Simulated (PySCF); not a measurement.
Cl5W (SMILES [Cl][W]([Cl])([Cl])([Cl])[Cl]), doublet, at a GFN2-xTB geometry (such geometries of metal compounds can be far from the true shape) (core potentials on W); DF-PBE/def2-SVP run with PySCF.

Here is a job for PySCF.
```python
from pyscf import gto, scf, dft

mol = gto.Mole()
mol.atom = '''
    W    -0.000000    0.000000   -0.000000
    Cl    1.845527   -0.408177   -1.167973
    Cl    0.962335   -0.981487    1.863601
    Cl   -0.962335    0.981487   -1.863601
    Cl   -1.635958   -1.502506    0.053472
    Cl   -0.209570    1.910682    1.114501
'''
mol.basis = 'def2-svp'
mol.ecp = {'W': 'def2-svp'}
mol.charge = 0
mol.spin = 1
mol.verbose = 4
mol.build()

mf = dft.UKS(mol)
mf.xc = 'pbe'
mf = mf.density_fit(auxbasis='def2-universal-jkfit')
mf.kernel()
```

The log (banner, timings and long lists left out):

```
PySCF version 2.14.0

[INPUT] verbose = 4
[INPUT] num. atoms = 6
[INPUT] num. electrons = 99
[INPUT] charge = 0
[INPUT] spin (= nelec alpha-beta = 2S) = 1
[INPUT] symmetry False subgroup None
[INPUT] Mole.unit = angstrom
[INPUT] Symbol           X                Y                Z      unit          X                Y                Z       unit  Magmom
[INPUT]  1 W      0.000000000000   0.000000000000   0.000000000000 AA    0.000000000000   0.000000000000   0.000000000000 Bohr   0.0
[INPUT]  2 Cl     1.845527000000  -0.408177000000  -1.167973000000 AA    3.487540585490  -0.771342740347  -2.207149090887 Bohr   0.0
[INPUT]  3 Cl     0.962335000000  -0.981487000000   1.863601000000 AA    1.818549590083  -1.854741624821   3.521695495466 Bohr   0.0
[INPUT]  4 Cl    -0.962335000000   0.981487000000  -1.863601000000 AA   -1.818549590083   1.854741624821  -3.521695495466 Bohr   0.0
[INPUT]  5 Cl    -1.635958000000  -1.502506000000   0.053472000000 AA   -3.091512571291  -2.839324840516   0.101047435333 Bohr   0.0
[INPUT]  6 Cl    -0.209570000000   1.910682000000   1.114501000000 AA   -0.396029903925   3.610665691136   2.106101655554 Bohr   0.0

nuclear repulsion = 716.987207455551
number of shells = 52
number of NR pGTOs = 237
number of NR cGTOs = 122
basis = def2-svp
ecp = {'W': 'def2-svp'}

******** <class 'pyscf.df.df_jk.DFUKS'> ********
method = DFUKS
initial guess = minao
damping factor = 0
level_shift factor = 0
DIIS = <class 'pyscf.scf.diis.CDIIS'>
diis_start_cycle = 1
diis_space = 8
diis_damp = 0
SCF conv_tol = 1e-09
SCF conv_tol_grad = None
SCF max_cycles = 50
direct_scf = False
number electrons alpha = 50  beta = 49
XC library pyscf.dft.libxc version 7.1.2
    S. Lehtola, C. Steigemann, M. J. T. Oliveira, and M. A. L. Marques,  SoftwareX 7, 1–5 (2018)
XC functionals = pbe
    J. P. Perdew, K. Burke, and M. Ernzerhof,  Phys. Rev. Lett. 77, 3865 (1996)
    J. P. Perdew, K. Burke, and M. Ernzerhof,  Phys. Rev. Lett. 78, 1396 (1997)
    J. P. Perdew, K. Burke, and M. Ernzerhof,  Phys. Rev. Lett. 77, 3865 (1996)
    J. P. Perdew, K. Burke, and M. Ernzerhof,  Phys. Rev. Lett. 78, 1396 (1997)
radial grids:
    Treutler-Ahlrichs [JCP 102, 346 (1995); DOI:10.1063/1.469408] (M4) radial grids

becke partition: Becke, JCP 88, 2547 (1988); DOI:10.1063/1.454033
pruning grids: <function nwchem_prune>
grids dens level: 3
symmetrized grids: False
atomic radii adjust function: <function treutler_atomic_radii_adjust>
small_rho_cutoff = 0
Set gradient conv threshold to 3.16228e-05
tot grids = 118712
init E= -2354.60853816722

cycle= 1 E= -2366.60017078241  delta_E=  -12  |g|= 0.404  |ddm|=  5.3
cycle= 2 E= -2365.50913602954  delta_E= 1.09  |g|= 1.52  |ddm|= 2.12
cycle= 3 E= -2366.65260400757  delta_E= -1.14  |g|= 0.27  |ddm|= 1.98
cycle= 4 E= -2366.68275484045  delta_E= -0.0302  |g|= 0.132  |ddm|= 0.391
cycle= 5 E= -2366.69014998857  delta_E= -0.0074  |g|= 0.0455  |ddm|= 0.133
cycle= 6 E= -2366.69163657312  delta_E= -0.00149  |g|= 0.00988  |ddm|= 0.101
cycle= 7 E= -2366.69161584792  delta_E= 2.07e-05  |g|= 0.0102  |ddm|= 0.152
cycle= 8 E= -2366.6916831274  delta_E= -6.73e-05  |g|= 0.00379  |ddm|= 0.157
cycle= 9 E= -2366.69169226776  delta_E= -9.14e-06  |g|= 0.00145  |ddm|= 0.0452
cycle= 10 E= -2366.69169377474  delta_E= -1.51e-06  |g|= 0.000238  |ddm|= 0.00718
cycle= 11 E= -2366.6916938165  delta_E= -4.18e-08  |g|= 0.000132  |ddm|= 0.000462
cycle= 12 E= -2366.69169382203  delta_E= -5.53e-09  |g|= 0.000142  |ddm|= 0.00145
cycle= 13 E= -2366.69169382448  delta_E= -2.45e-09  |g|= 0.000128  |ddm|= 7.16e-05
cycle= 14 E= -2366.69169382528  delta_E= -8.01e-10  |g|= 0.000139  |ddm|= 0.000912
cycle= 15 E= -2366.69169382621  delta_E= -9.26e-10  |g|= 0.000146  |ddm|= 0.000546
cycle= 16 E= -2366.6916938283  delta_E= -2.1e-09  |g|= 9.43e-05  |ddm|= 0.00214
cycle= 17 E= -2366.69169382582  delta_E= 2.48e-09  |g|= 7.01e-05  |ddm|= 0.00192
cycle= 18 E= -2366.69169382281  delta_E= 3.01e-09  |g|= 0.000109  |ddm|= 0.000853
cycle= 19 E= -2366.69169382077  delta_E= 2.04e-09  |g|= 0.000105  |ddm|= 0.000912
cycle= 20 E= -2366.69169381805  delta_E= 2.71e-09  |g|= 7.46e-05  |ddm|= 0.00306
cycle= 21 E= -2366.69169381535  delta_E= 2.71e-09  |g|= 1.74e-05  |ddm|= 0.00829
cycle= 22 E= -2366.69169381547  delta_E= -1.19e-10  |g|= 9.29e-06  |ddm|= 0.00168
Extra cycle  E= -2366.69169381462  delta_E= 8.43e-10  |g|= 3.39e-05  |ddm|= 0.000419
converged SCF energy = -2366.69169381462  <S^2> = 0.75394525  2S+1 = 2.0039414
```
